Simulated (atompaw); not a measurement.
# In: PAW (atompaw) pseudisation with PBEsol, scalar-relativistic reference atom.

| Quantity | Value |
| --- | --- |
| Element | indium (In) |
| Generator | atompaw 4.2.0.5 |
| Type | PAW |
| Functional | PBEsol |
| Relativity | scalar-relativistic |
| Frozen core | [Kr] 4d10 |
| Valence charge | 3 |
| Reference configuration | 5s1 5p0 (charge +2) |
| Partial waves | 5s (bound): rc 2.95 bohr; 5s channel at -0.4 Ry: rc 1.85 bohr; 5p (bound, empty): rc 2.95 bohr; 5p channel at 0.05 Ry: rc 2.95 bohr |
| Local potential | bessel scheme, radius 2.00 bohr |
| Core correction | smooth core density matched at 1.85 bohr |
| Augmentation charge | sinc compensation charge, radius 2.35 bohr; PAW radius 2.95 bohr; waves and projectors: custom polynom2 7 10 vanderbiltortho |

All-electron outer shells of the reference configuration (PBEsol, scalar-relativistic, ld1.x):

```json
{"shell": "5s", "level (eV)": "-23.68", "outermost node (bohr)": "1.02", "outermost maximum (bohr)": "2.03"}
{"shell": "5p", "level (eV)": "-16.14", "outermost node (bohr)": "1.13", "outermost maximum (bohr)": "2.45"}
```

Calculated quality:

* Cutoffs needed: 6 Ry and 8 Ry (the cutoffs (Ry, on a coarse ladder) from which the occupation-weighted sum of valence levels, in a spherical-Bessel basis at the reference potential, stays within 10 and 1 mRy of its value at 400 Ry)
* Ghost test: ghost state, extra bound levels that the all-electron valence spectrum of the same l lacks: s at -25.0 eV; a true bound ghost makes a file unfit for plane-wave use (spherical-Bessel basis up to 400 Ry, 20 bohr box)
* Lowest eigenvalue of the overlap operator: 0.69 (s channel)
* Overlap eigenvalues printed by atompaw (projector basis): 0.0094, 0.41, 49.3, 122
* Share of each valence orbital outside the PAW sphere: 5s 19 %, 5p 40 %

Generation and tests took about 2.4 s on one core of a shared server CPU.
